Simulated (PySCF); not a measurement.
I⁺: ionisation energy

I⁺ [Kr] 4d10 5s2 5p4 (3P) → I²⁺ [Kr] 4d10 5s2 5p3 (4S), as a difference of total energies. All numbers are calculated (PySCF 2.14, a scalar-relativistic core potential, in aug-cc-pwCVTZ-PP with ECP28MDF (8s7p6d4f1g, 96 functions)). Correlated levels: valence: 4s2 4p6 4d10 frozen. The calculations carry no spin-orbit coupling.

```
           method  ionisation energy (eV)
              UHF                  17.671
    MP2 (valence)                  18.320
SCS-MP2 (valence)                  18.389
   CCSD (valence)                  18.453
CCSD(T) (valence)                  18.481
```

Q: How much does correlation contribute at CCSD(T) (valence)?

A: 18.481 − (17.671) = 0.810 eV, measured against UHF.

Errors of the correlated levels include the incompleteness of this basis and the frozen core.

For comparison: 18.750 eV (measured; NIST levels, between the centres of gravity of the two terms).
